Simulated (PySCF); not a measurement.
Working out the excitation energy of Br⁺

Br⁺ [Ar] 3d10 4s2 4p4 (3P) → Br⁺ [Ar] 3d10 4s1 4p4 4d1 (high-spin determinant). Computed with PySCF 2.14 in aug-cc-pVTZ-DK (7s6p4d2f, 59 functions), with scalar relativity by spin-free X2C-1e. Frozen: [Ar] 3d10. Energies in hartree (1 hartree = 27.21139 eV):

```json
{"part": "UHF", "Br⁺ (lower)": "-2604.018791", "Br⁺ (upper)": "-2603.117943"}
{"part": "CCSD correlation", "Br⁺ (lower)": "-0.123607", "Br⁺ (upper)": "-0.128473"}
{"part": "(T)", "Br⁺ (lower)": "-0.003312", "Br⁺ (upper)": "-0.009505"}
```

Task: What does Hartree-Fock give?

Result: (-2603.117943) − (-2604.018791) = 0.900848 hartree = 24.513 eV.

Task: What do CCSD and CCSD(T) give?

Result: The CCSD correlation energies differ by -0.004866 hartree = -0.132 eV and the triples by -0.006193 hartree = -0.169 eV, so CCSD gives 24.381 eV and CCSD(T) 24.212 eV.

One determinant mixes LS terms, so it does not stand for a single term.

The upper state lies above the first ionisation limit, where it may autoionise and the basis confines it.

The coupled-cluster amplitudes are large, so a single reference is strained.
